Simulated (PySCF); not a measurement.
A structure optimised at PBE-D3(BJ)/def2-TZVP, used in a PySCF frequency run:

```xyz
3

Au     0.0000     0.0000     0.3837
C      0.0000     0.0000    -1.5197
O      0.0000     0.0000    -2.6491
```
Charge +1, spin multiplicity 1.

**Question.** Write its SMILES, formula and point group.

**Answer.** O=[C+][Au], CAuO, C∞v

**Question.** What are its rotational constants (standard atomic weights)?

**Answer.** 3.0078 GHz (linear rotor, B only)
